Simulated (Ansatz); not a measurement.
Species: ScI₂, charge 1, multiplicity 1. The spin state was set by rule; other spins were not relaxed. 
Geometry from a B3LYP-D3(BJ)/def2-TZVP (Ansatz, a first-principles code) optimisation:
```
Sc
I 1 2.5593
I 1 2.5593 2 114.80
```
Charge +1, spin multiplicity 1.

Task: Give the harmonic wavenumbers at B3LYP-D3(BJ)/def2-TZVP (Ansatz, finite differences of forces, unscaled).

Result: 54, 280, 355 cm⁻¹. Zero-point energy 1.0 kcal/mol.

Task: From these and the geometry, give the ideal-gas thermochemistry at 298.15 K and 1 atm (rigid rotor, harmonic oscillator).

Result: Point group C2v, rotational symmetry number 2. Rotational constants 6.96, 0.4283, 0.4035 GHz. S(trans) 42.98, S(rot) 28.59, S(vib) 7.33, S(elec, spin only) 0.00, S 78.9 cal/(mol K). H(298) - H(0) 3.39 kcal/mol; G - E(el) -19.1 kcal/mol.
